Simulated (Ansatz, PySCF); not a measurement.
Pair of molecules: HF (SMILES F) (first 2 atoms) with CH4O (SMILES CO); geometry from B3LYP-D3(BJ)/def2-TZVP, rigid monomers moved along the line of their centres of mass till H2···O4 is 1.48 Å.
(charge 0, multiplicity 1):
```xyz
8

F      0.085     0.013     0.236
H     -0.216    -0.060     1.134
C      0.522     0.391     3.349
O     -0.547    -0.168     2.575
H      0.250     0.444     4.405
H      0.681     1.398     2.971
H      1.444    -0.183     3.230
H     -0.722    -1.068     2.871
```

Monomers are frozen at their geometry in the pair; levels with a basis set take the counterpoise correction.

Frozen-core correlation. CBS: X⁻³ extrapolation of the correlation energy, Hartree–Fock from the larger set.

The values were computed with Ansatz (Gaussian orbitals); PySCF for the dispersion terms. Values without a source in brackets are computed.

PBE/def2-TZVPPD gives -404.1 meV for the interaction energy.

**Question.** How do the other levels lie against it? Give each less PBE: PBE-D3(BJ)/def2-TZVPPD, r2SCAN/def2-TZVPPD, B3LYP/def2-TZVPPD, wB97M-V/def2-TZVPPD, MP2/CBS(aug-cc-pVDZ, aug-cc-pVTZ), MP2/CBS(aug-cc-pVDZ, aug-cc-pVTZ) + ΔCCSD(T)/aug-cc-pVDZ.

**Answer.** PBE-D3(BJ)/def2-TZVPPD -28.3; r2SCAN/def2-TZVPPD -40.2; B3LYP/def2-TZVPPD 20.7; wB97M-V/def2-TZVPPD 1.2; MP2/CBS(aug-cc-pVDZ, aug-cc-pVTZ) 6.6; MP2/CBS(aug-cc-pVDZ, aug-cc-pVTZ) + ΔCCSD(T)/aug-cc-pVDZ 20.5 meV. 4 of 6 lie above PBE; the widest gap is to r2SCAN/def2-TZVPPD.

Ansatz is a first-principles code.
